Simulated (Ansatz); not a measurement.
Method: frozen-core CCSD(T)/cc-pVQZ // B3LYP-D3(BJ)/def2-TZVP run with Ansatz (a program for electronic structure). The restricted HF reference is unstable towards unrestricted orbitals.

Ansatz 0.2 input:
```yaml
crystal:
  periodic: [false, false, false]
  atoms:
    - { symbol: Si, position_ang: [1.677215, 0.14138, 0.397941] }
    - { symbol: C, position_ang: [0.344768, -0.340468, -0.547462] }
    - { symbol: Si, position_ang: [-1.412915, 0.008125, -0.118553] }
    - { symbol: H, position_ang: [3.080904, -0.143943, 0.043619] }
    - { symbol: H, position_ang: [1.514019, 0.889219, 1.656477] }
    - { symbol: H, position_ang: [0.547994, -0.889116, -1.462773] }
    - { symbol: H, position_ang: [-1.466856, 0.764642, 1.15679] }
    - { symbol: H, position_ang: [-2.198319, -1.24216, 0.043962] }
    - { symbol: H, position_ang: [-2.086813, 0.812323, -1.17] }
basis:
  gaussian: { orbitals: cc-pVQZ }
correlation:
  method: ccsd_t
```

Output:

```
Functional definition: HF
2044 factors; integrals over basis functions are off by at most 9.6e-4 eV
mean field evaluation 1: about -16846.2718 eV, gradient 3.3e1 eV
mean field evaluation 2: about -16846.3691 eV, gradient 3.3e1 eV
mean field evaluation 4: about -16849.7676 eV, gradient 3.7e0 eV
mean field evaluation 8: about -16849.8429 eV, gradient 2.6e-1 eV
mean field evaluation 16: about -16848.4110 eV, gradient 2.1e1 eV
mean field -16849.84359292 eV, -619.2203308058 hartree, gradient 6.2e-6 eV, S^2 0.000000; 0 other end points of the search recorded, 0 dependent functions left out; unrestricted orbitals would lower it
11 core orbitals not correlated
reference -16849.84359292 eV, -619.2203308058 hartree; 9, 9 occupied and 333, 333 virtual orbitals, 2044 factors
second order -12.13701767 eV of doubles, -0.00000000 eV of singles
cycle   1  -12.75164446 eV  change   -6.1e-1 eV  update   8.8e-2
cycle   2  -13.17511369 eV  change   -4.2e-1 eV  update   3.0e-2
cycle   3  -13.25242562 eV  change   -7.7e-2 eV  update   1.4e-2
cycle   4  -13.24568441 eV  change    6.7e-3 eV  update   4.2e-3
cycle   5  -13.24584870 eV  change   -1.6e-4 eV  update   2.0e-3
cycle   6  -13.24604192 eV  change   -1.9e-4 eV  update   6.5e-4
cycle   7  -13.24607799 eV  change   -3.6e-5 eV  update   3.0e-4
cycle   8  -13.24617649 eV  change   -9.9e-5 eV  update   1.0e-4
cycle   9  -13.24618554 eV  change   -9.0e-6 eV  update   2.9e-5
cycle  10  -13.24617134 eV  change    1.4e-5 eV  update   9.8e-6
perturbative correction -0.59032632 eV, -0.0216940920 hartree
Total energy: -16863.68009058 eV, -619.7288127159 hartree
```

Cost: roughly 60 core-minutes.
